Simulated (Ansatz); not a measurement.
Relative stability

Two relaxed structures of SiH$_{4}$SeO, closed shell (PBE0-D4/def2-TZVP; forces vanish, vibrations not checked).

A:

O1  (-1.581, -1.609, 0.155)
Se2  (0.200, -1.620, -0.004)
Si3  (0.551, 0.756, -0.078)
H4  (-1.808, -0.673, 0.295)
H5  (1.274, 0.636, -1.403)
H6  (0.524, -1.759, 1.433)
H7  (1.762, 0.579, 0.817)
(Å)

B:

O1  (-1.562, -1.320, -0.398)
Se2  (-0.011, -1.440, 0.543)
Si3  (0.804, 0.618, -0.018)
H4  (-2.223, -0.988, 0.219)
H5  (0.984, 0.739, -1.485)
H6  (-0.105, 1.691, 0.459)
H7  (2.114, 0.700, 0.680)
(Å)

Program: Ansatz 0.2.0. Basis: def2-TZVPP. Cores are frozen in the correlated methods. Filled d shells of the heavier atoms are correlated. The def2 sets are not built for correlating such inner shells, so the correlated values are less sure here. B3LYP uses VWN-RPA correlation.

**Question.** Which structure is lower at CCSD(T), and by how much? (An estimate is asked for; the value comes from the calculation.)

**Answer.** By the calculation: B, by 42.20 kcal/mol (electronic energy, against the other). By their contacts, A is SiH₄SeO ([OH][SeH][SiH2]) and B is SiH₄SeO ([OH][Se][SiH3]).

All methods give the same order:

| method | E(B) − E(A) (kcal/mol) |
| --- | --- |
| PBE-D4 | -35.84 |
| r2SCAN-D4 | -40.59 |
| PBE0-D4 | -40.02 |
| B3LYP-D4 | -41.14 |
| wB97M-V | -42.22 |
| HF | -52.37 |
| MP2 | -44.54 |
| CCSD | -43.79 |
| CCSD(T) | -42.20 |

The T1 diagnostic stays at or below 0.015.

Labels in which every atom is bracketed show which atoms are joined, not bond orders.

For scale, one of the runs: CCSD(T)/def2-TZVPP, 177 basis functions, launched by `ansatz run in.yaml --threads 2 --pin off --events-out ev --progress --plain --max-ram 4352MiB`. The run took 67 s on 2 CPU threads of an Arm Neoverse V2 (shared host), with 1.6 GiB of host memory at its peak.
